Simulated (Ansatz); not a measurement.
Computed with Ansatz on PBE0-D4/def2-TZVP structures; ΔE is electronic, products minus reactants. CCSD(T)/CBS is the MP2 limit (def2-TZVPP, def2-QZVPP) plus CCSD(T) − MP2 in def2-TZVPP, frozen cores. This one scheme is used for every species. DFT in def2-TZVPP. Each species was taken in one conformer, which may not be the lowest.

Consider the substitution at a C–C bond: `C[C]1=[CH][AlH]1` + `BS` → `BS[C]1=[CH][AlH]1` + CH₄.

`C[C]1=[CH][AlH]1`:

```xyz
9

C    -1.327    0.394   -0.172
C     0.112    0.045   -0.081
C     0.760   -0.786    0.793
Al    1.943   -0.040   -0.413
H    -1.923   -0.106    0.600
H    -1.467    1.474   -0.075
H    -1.727    0.120   -1.152
H     0.305   -1.354    1.605
H     3.325    0.253   -1.104
```

`BS`:

Cartesian coordinates in Å:
```
B -0.335 -0.411 0.234
S 0.534 0.362 -1.093
H -0.922 -1.410 -0.042
H -0.327 0.048 1.332
H 1.051 1.411 -0.431
```

`BS[C]1=[CH][AlH]1`:

Z-matrix (Å, degrees):
```
B
S 1 1.762
H 1 1.192 2 120.5
H 1 1.193 2 116.2 3 -179.9
C 2 1.748 1 104.8 3 -0.1
Al 5 1.861 2 164.1 1 -0.1
C 5 1.367 2 127.7 1 179.9
H 6 1.568 5 157.9 2 0.0
H 7 1.088 5 128.2 2 0.0
```

CH₄:

Z-matrix (Å, degrees):
```
C
H 1 1.090
H 1 1.090 2 109.5
H 1 1.090 2 109.5 3 -120.0
H 1 1.090 2 109.5 3 120.0
```

**Question.** Is it downhill or uphill in electronic energy at CCSD(T)/CBS, and by how much? (Estimate.)

**Answer.** Ansatz gave: Downhill: ΔE = -23.1 kJ/mol.

**Question.** What do these levels give: r2SCAN-D4, PBE0-D4, PBE-QIDH, BLYP, BHLYP, RPA@PBE/def2-TZVPP? (Best estimate.)

**Answer.** Computed: r2SCAN-D4 -27.6, PBE0-D4 -24.0, PBE-QIDH -22.6, BLYP -24.1, BHLYP -17.0, RPA@PBE/def2-TZVPP -17.7 kJ/mol.

Largest T1 diagnostic among the species: 0.016.

From BLYP to BHLYP (50 % exact exchange), in def2-TZVPP and without D4, ΔE moves by +7.1 kJ/mol. At CCSD(T), def2-SVP lies +13.1 kJ/mol from the extrapolated value and def2-TZVPP +2.4 kJ/mol.
